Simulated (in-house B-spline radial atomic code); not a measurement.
## Ionising V with different functionals

Computed with a radial B-spline atomic code at the basis-set limit: four-component Dirac-Coulomb Hamiltonian, Fermi nucleus of rms radius 3.6002 fm, spin-restricted, spherical fractional occupations for the functionals, and exact exchange of hybrids averaged over the configuration. The ionisation energy is the difference of two self-consistent energies, [Ar] 3d3 4s2 → [Ar] 3d4, without Breit or QED terms; ε is the level of the shell that loses the electron (mean over j). The two configurations differ by more than the removed electron. The electron is taken from both j subshells in proportion to 2j + 1, so the result is a j average, not the step between ground levels.

```json
{"method": "PBE0", "rung": "global hybrid", "ΔSCF (eV)": "7.13", "-ε(4s) (eV)": "5.30"}
{"method": "B97-1", "rung": "global hybrid", "ΔSCF (eV)": "7.11", "-ε(4s) (eV)": "5.11"}
{"method": "CAM-B3LYP", "rung": "range-separated hybrid", "ΔSCF (eV)": "?", "-ε(4s) (eV)": "?"}
{"method": "HSE06", "rung": "range-separated hybrid", "ΔSCF (eV)": "?", "-ε(4s) (eV)": "?"}
```

Q: What does CAM-B3LYP give?

A: ΔSCF 7.18 eV, and -ε(4s) = 6.30 eV.

Q: What does HSE06 give?

A: ΔSCF 7.21 eV, and -ε(4s) = 4.97 eV.

Q: Among the functionals, which spreads more, the ΔSCF values or the orbital energies?

A: The orbital energies: ΔSCF values span about 0.10 eV and the orbital energies 1.33 eV; here energy differences depend much less on the functional than eigenvalues do.

Q: How do they compare with the NIST value?

A: NIST lists 6.746 eV (measured, ground level to ground level). Errors run from +0.36 to +0.46 eV; B97-1 is closest (+0.36 eV), but part of that can be cancellation, since the calculations leave out Breit-QED terms, spin polarisation, the choice among j levels, multiplet and fine-structure energies.
